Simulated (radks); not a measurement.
The numbers below are computed, except where a source is named.
Excited configurations of Ge III: one electron is placed in a higher orbital outside [Ar] 3d10 4s1. The ground configuration is [Ar] 3d10 4s2. Level of theory: Dirac Kohn-Sham, PBE, spin-unpolarised, spherical densities, finite nucleus; open shells fill j = l - 1/2 first; Fermi nuclear charge, rms radius 4.0742 fm (a radial shooting solver on a logarithmic mesh with Libxc functionals). Excitation = E - E(ground); binding = E(ion) - E, where the ion is the core of charge +3; n* = 3/sqrt(2 binding) in atomic units, and the quantum defect is n - n*.

4p1/2: excitation (eV) 9.301; binding (eV) 25.490; n* 2.192; quantum defect 1.808
4d3/2: excitation (eV) 20.968; binding (eV) 13.823; n* 2.976; quantum defect 1.024
4f5/2: excitation (eV) 26.933; binding (eV) 7.858; n* 3.948; quantum defect 0.052
5d3/2: excitation (eV) 26.816; binding (eV) 7.976; n* 3.918; quantum defect 1.082
5f5/2: excitation (eV) 29.538; binding (eV) 5.253; n* 4.828; quantum defect 0.172
6s1/2: excitation (eV) 26.614; binding (eV) 8.177; n* 3.870; quantum defect 2.130
6p1/2: excitation (eV) 27.795; binding (eV) 6.996; n* 4.184; quantum defect 1.816
6d3/2: excitation (eV) 29.632; binding (eV) 5.159; n* 4.872; quantum defect 1.128
7d3/2: excitation (eV) 31.178; binding (eV) 3.614; n* 5.821; quantum defect 1.179

The Delta-SCF ionisation energy is 34.791 eV (NIST Atomic Spectra Database: 34.058 eV, measured). Self-interaction in the functional shifts the binding energies and quantum defects, so they are the method's values and not measured ones. Spin polarisation and multiplet splitting are left out, so open shells lie too high by an amount that depends on their filling.

Beside tabulated values, note that spin-unpolarised runs miss the spin-polarisation part of the exchange energy of open shells.
